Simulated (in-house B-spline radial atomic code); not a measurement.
## PBE hybrid excitations of Se4+

Method: PBE hybrid with 0 exact exchange. Computed with an all-electron radial atomic-structure program (B-spline basis): linear response of the closed shell [Ar] 3d10 4s2 with the functional's adiabatic kernel; scalar-relativistic (spin-free one-electron X2C), finite nucleus, no spin-orbit coupling, no double excitations, S, P, D and F terms only; shells from n = 2 respond. Only terms of natural parity with L up to 3 were computed.

Command:
```bash
python run_td.py task.json out
```
Settings (radii: box in bohr, nucleus in fm):
```
Z                        34
electrons                30
configuration            [Ar] 3d10 4s2
hamiltonian              x2c
method                   pbeh
box_radius               19.1
exact_exchange_fraction  0
rms_radius               4.14
intervals                72
```

Cost of the run: 1.6 s on 1 thread of Arm Neoverse N1, with other jobs on the host.

The lowest states, in the order of their Tamm-Dancoff energies; the method's threshold (minus the highest occupied level) is 61.70 eV. Labels give the largest channel, * marks a mixed state, and oscillator strengths are full-response dipole values. Semilocal kernels can invert the small singlet-triplet splittings of Rydberg terms. Energies in eV:

| state | full response | Tamm-Dancoff | oscillator strength |
| --- | --- | --- | --- |
| 4s → 4p 3P | 11.816 | 11.957 | - |
| 4s → 4p 1P | ? | ? | ? |
| 4s → 4d 3D | 31.08 | 31.13 | - |
| 4s → 4d 1D | 32.52 | 32.54 | - |
| 4s → 5s 3S | 35.27 | 35.28 | - |
| 4s → 5s 1S | 36.20 | 36.24 | - |
| 4s → 5p 3P | 39.80 | 39.80 | - |
| 4s → 5p 1P | 40.26 | 40.32 | 0.0389 |
| 4s → 4f 3F | 44.49 | 44.51 | - |
| 4s → 4f 1F | 44.79 | 44.79 | - |
| 4s → 5d 3D | 46.47 | 46.48 | - |
| 4s → 5d 1D | 46.79 | 46.80 | - |
| 4s → 6s 3S | 47.68 | 47.68 | - |
| 4s → 6s 1S | 47.92 | 47.93 | - |
| 4s → 6p 3P | 49.52 | 49.53 | - |
| 4s → 6p 1P | ? | ? | ? |

(1) Where does 4s → 4p 1P lie?

(2) Where does 4s → 6p 1P lie?

(3) How large is the singlet-triplet splitting of 4s → 4p (P terms) in Tamm-Dancoff?

(4) What polarisabilities and dispersion coefficient does the method give?

Results:

(1) At 16.741 eV in full response, 17.383 eV in Tamm-Dancoff, oscillator strength 1.61.

(2) At 49.65 eV in full response, 49.66 eV in Tamm-Dancoff, oscillator strength 0.0211.

(3) 5.43 eV, from the unrounded values.

(4) Dipole 4.744 bohr³, quadrupole 8.017 bohr⁵, C6 12.42 hartree·bohr⁶ for two such species.
